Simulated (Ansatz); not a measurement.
# Reading a saddle point

A first-order saddle point of SiNH8ClO, closed shell, PBE0-D4/def2-TZVP, with one imaginary mode of 1456i cm⁻¹:

```xyz
12
angstrom
Si -1.0052 -0.0881 -0.6709
H 0.1940 -1.3491 -0.3893
H -1.1136 -0.7475 -2.0002
H -2.0019 1.0281 -0.8304
Cl -1.9387 -0.8710 1.0432
H 1.0173 0.3931 0.6915
N 0.4206 1.0174 -0.3354
H 0.7980 -1.1389 0.4416
O 1.4226 -0.5429 1.2610
H 1.1193 0.9688 -1.0720
H 0.1374 1.9853 -0.2323
H 0.9502 -0.6551 2.0933
```

Program: Ansatz 0.2.0. Basis: def2-TZVPP and def2-QZVPP. Cores are frozen in the correlated methods. Extrapolation: Hartree–Fock as exp(−7.88 √X), correlation as X^−2.97.

Task: Which contacts change along the imaginary mode, and what lies on either side? (A judgement: the text doesn't fix the answer.)

Result: By the calculation: The step is SiH₃Cl ([SiH3][Cl]) + H₂O + NH₃ → SiNH₄Cl ([NH2][SiH2][Cl]) + H₂O + H₂, with the molecules in contact on both sides. Shortening one way: Si1–N7, H2–H8, H6–O9; lengthening the same way: Si1–H2, H6–N7, H8–O9.
| pair | one side (Å) | saddle (Å) | other side (Å) |
| --- | --- | --- | --- |
| Si1–N7 | 2.24 | 1.84 | 1.70 |
| H2–H8 | 2.26 | 1.05 | 0.75 |
| H6–O9 | 2.02 | 1.17 | 0.97 |
| Si1–H2 | 1.49 | 1.76 | 4.26 |
| H6–N7 | 1.02 | 1.34 | 2.17 |
| H8–O9 | 0.96 | 1.19 | 2.53 |

Task: Which side is lower, and how far does the saddle lie above each? (Judge from chemistry; the value comes from the calculation.)

Result: Computed: The side with Si1–N7, H2–H8, H6–O9 short is lower by 16.2 kJ/mol; the saddle lies 194.0 kJ/mol above it and 177.8 kJ/mol above the other (CCSD(T) at an estimated basis limit (MP2 extrapolated from triple and quadruple zeta, plus CCSD(T) − MP2 in triple zeta); electronic energies).

T1 diagnostic: at most 0.011.

Labels in which every atom is bracketed show which atoms are joined, not bond orders.

For scale, one of the runs: CCSD(T)/def2-TZVPP, 258 basis functions, launched by `ansatz run in.yaml --threads 4 --pin off --events-out ev --progress --plain --max-ram 9574MiB`. The run took 2.9 min on 4 CPU threads of an Arm Neoverse V1 (shared host), with 5.8 GiB of host memory at its peak.
